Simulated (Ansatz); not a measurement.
Consider the substitution at a C–C bond: `CCC(Cl)CCl` + `C[O][GeH]([F])[SH]` → `C[O][GeH]([F])[S]C` + `CC(Cl)CCl`.

Program: Ansatz. Geometries: PBE0-D4/def2-TZVP. ΔE: electronic, gas phase. CCSD(T)/CBS is the MP2 limit (def2-TZVPP, def2-QZVPP) plus CCSD(T) − MP2 in def2-TZVPP, frozen cores. Functionals use def2-TZVPP. B3LYP here is the variant with VWN-RPA as its local correlation; programs differ in this. For Ge outer-core shells are correlated without core-valence functions, which leaves a few kJ/mol of doubt a bond. Scalar relativity is left out up to krypton. Each species was taken in one conformer, which may not be the lowest.

Q: Is it downhill or uphill in electronic energy at CCSD(T)/CBS, and by how much? (Estimate.)

A: Ansatz gave: Uphill: ΔE = +0.13 eV.

Q: What do these levels give: PBE-D4, ωB97X-V, B2PLYP, PBE, PBE0, B3LYP, HF/def2-TZVPP, CCSD(T)/def2-TZVPP, MP2/def2-QZVPP, SCS-MP2/def2-QZVPP, HF/CBS(def2), MP2/CBS(def2)? (Best estimate.)

A: The calculation gave: PBE-D4 0.10, ωB97X-V 0.14, B2PLYP 0.12, PBE 0.10, PBE0 0.12, B3LYP 0.10, HF/def2-TZVPP 0.12, CCSD(T)/def2-TZVPP 0.16, MP2/def2-QZVPP 0.14, SCS-MP2/def2-QZVPP 0.12, HF/CBS(def2) 0.12, MP2/CBS(def2) 0.12 eV.

Largest T1 diagnostic among the species: 0.012.

In def2-TZVPP, CCSD(T) changes the Hartree–Fock value by +0.04 eV (the triples alone add −0.00 eV) and MP2 by +0.04 eV.
